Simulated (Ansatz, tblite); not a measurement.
Spin states of Cu(AsH3)(N(SiH3)2) (CuSi₂AsNH₉), each relaxed with r2SCAN-D4/def2-SVP in Ansatz. Electronic energies in the gas phase.

The xTB rows come from tblite. Correlated methods freeze 29 core orbitals; core or outer-core shells of As are correlated, in sets that lack core-valence functions.

Singlet geometry:

```xyz
14

Cu    0.290    0.091   -0.863
As    0.964    0.300   -2.983
H     1.055   -0.927   -3.859
H     2.327    0.866   -3.313
H     0.171    1.160   -3.939
N    -0.278   -0.086    0.872
Si   -1.001    1.307    1.584
Si   -0.023   -1.625    1.606
H    -2.417    1.082    2.038
H    -1.040    2.427    0.582
H    -0.255    1.826    2.783
H     0.869   -1.574    2.815
H     0.632   -2.554    0.623
H    -1.294   -2.293    2.053
```

Triplet geometry (Cs within 0.1 Å):

```xyz
14

Cu    1.478    0.618   -0.533
As   -0.115    0.805   -2.374
H    -0.025    2.240   -2.840
H    -1.565    0.571   -2.915
H     0.579    0.200   -3.573
N     0.602   -0.159    0.939
Si    0.413   -1.887    0.817
Si   -0.404    0.953    1.828
H     0.721   -2.530    2.135
H     1.371   -2.408   -0.209
H    -0.973   -2.302    0.419
H    -1.866    0.795    1.529
H    -0.004    2.352    1.476
H    -0.213    0.751    3.300
```

Run but left out: HF/STO-3G (triplet: ⟨S²⟩ 3.00, where a pure state has 2.00).

Only these spin states were relaxed.

Second-order perturbation terms are unreliable where d shells bring near-degenerate states, and here MP2/def2-TZVP lies more than 0.4 eV from the median of the functionals without such a term.

| level | triplet − singlet (kJ/mol) | lowest of these |
| --- | --- | --- |
| GFN1-xTB | 304.2 | singlet |
| PBE-D4/def2-TZVP | 257.4 | singlet |
| r2SCAN-D4/def2-TZVP | 254.3 | singlet |
| B97M-V/def2-TZVP | 271.9 | singlet |
| CAM-B3LYP-D4/def2-TZVP | 297.5 | singlet |

Estimate the rows for GFN2-xTB, HF/def2-TZVP, PBE0-D4/def2-TZVP, MP2/def2-TZVP.


```tsv
level	triplet − singlet (kJ/mol)	lowest of these
GFN2-xTB	360.2	singlet
HF/def2-TZVP	114.8	singlet
PBE0-D4/def2-TZVP	274.3	singlet
MP2/def2-TZVP	451.7	singlet
```

The xTB methods have no spin-polarisation term.

How do the metal–ligand distances follow the spin state?


| state | donor atoms | mean metal–ligand distance (Å) | range (Å) | Mulliken spin on the metal (PBE0) |
| --- | --- | --- | --- | --- |
| singlet | 2 | 2.034 | 1.83–2.24 | 0 |
| triplet | 2 | 2.161 | 1.88–2.44 | 1.28 |

⟨S²⟩ at PBE0-D4/def2-TZVP: singlet 0.00 (pure 0.00), triplet 2.01 (pure 2.00).
